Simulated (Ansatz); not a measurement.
```yaml
crystal:
  periodic: [false, false, false]
  atoms:
    - {symbol: Cl, position_ang: [-1.037554, -0.212856, 1.883586]}
    - {symbol: C, position_ang: [-1.556282, -1.227756, -0.463020]}
    - {symbol: Cl, position_ang: [-1.606282, -1.227756, -0.763020]}
    - {symbol: C, position_ang: [0.730987, 0.069030, -0.183552]}
    - {symbol: Cl, position_ang: [1.539933, -1.436060, 0.219774]}
    - {symbol: Cl, position_ang: [0.893538, 0.402330, -1.912930]}
    - {symbol: Cl, position_ang: [1.457812, 1.409281, 0.712947]}
    - {symbol: H, position_ang: [-1.203860, 0.978449, -0.116511]}
basis:
  gaussian: {orbitals: def2-TZVP, final_grid: {core_spheres: 5, valence_spheres: 4, degree: 11}}
hamiltonian: {xc: {name: revPBE0}}
scf: {lower_state_search: light}
```

```sh
$ ansatz run in.yaml --threads 2 --pin off --events-out ev --progress --plain --max-ram 32768MiB --backend cpu
```

Shortened log:

```
Functional definition: revPBE0
1744 factors; their error is unknown
mean field evaluation 1: about -63539.5237 eV, gradient 2.5e2 eV
mean field evaluation 2: about -62872.5920 eV, gradient 3.5e2 eV
mean field evaluation 4: about -62938.7163 eV, gradient 4.2e2 eV
mean field evaluation 8: about -63617.5318 eV, gradient 2.9e0 eV
mean field evaluation 16: about -63617.7533 eV, gradient 1.9e-5 eV
mean field -63617.75334917 eV, -2337.9093139201 hartree, gradient 2.7e-5 eV, S^2 0.000000; 2 other end points of the search recorded, 0 dependent functions left out
reference -63617.75339501 eV, -2337.9093156045 hartree; 49, 49 occupied and 204, 204 virtual orbitals, 1744 factors
Total energy: -63617.75339501 eV, -2337.9093156045 hartree
```

In this input one atom was put on top of another. The calculation finished and met its thresholds. The result belongs to that input, not to the molecule as meant.
